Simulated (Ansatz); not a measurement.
`B[SiH2][SiH3]` and `[AlH2][O]B[SiH2][SiH3]` differ in one atom or group.

Ansatz, PBE0-D4/def2-TZVP geometries, multiplicity 1. Each molecule was computed in one conformer, which needn't be the lowest.

| property | `B[SiH2][SiH3]` |
| --- | --- |
| size of the dipole moment (ωB97M-V/def2-TZVPP) / D | 0.28 |
| HOMO energy (ωB97M-V/def2-TZVPP) / eV | -9.97 |
| HOMO energy (PBE/def2-TZVPP) / eV | -6.89 |
| size of the dipole moment (PBE/def2-TZVPP) / D | 0.07 |
| LUMO energy (B3LYP/def2-TZVPP) / eV | -2.68 |
| HOMO–LUMO gap (PBE0/def2-TZVPP) / eV | 5.47 |

**Question.** Give the same properties after the change, and the shifts. (Estimate.)

**Answer.** Ansatz gave: 
| property | `[AlH2][O]B[SiH2][SiH3]` | shift |
| --- | --- | --- |
| size of the dipole moment (ωB97M-V/def2-TZVPP) / D | 1.69 | 1.41 |
| HOMO energy (ωB97M-V/def2-TZVPP) / eV | -9.28 | 0.69 |
| HOMO energy (PBE/def2-TZVPP) / eV | -6.05 | 0.84 |
| size of the dipole moment (PBE/def2-TZVPP) / D | 1.61 | 1.54 |
| LUMO energy (B3LYP/def2-TZVPP) / eV | -1.61 | 1.07 |
| HOMO–LUMO gap (PBE0/def2-TZVPP) / eV | 5.79 | 0.32 |

With PBE0 the HOMO rises by 0.77 eV and the LUMO rises by 1.09 eV, so the gap widens by about 0.32 eV. PBE moves the HOMO by 0.84 eV and ωB97M-V by 0.69 eV. The zero-point energy changes by 29.0 kJ/mol with +9 modes. Dipoles are sizes alone; their direction can turn.

B3LYP here is the variant with VWN-RPA as its local correlation; programs differ in this.
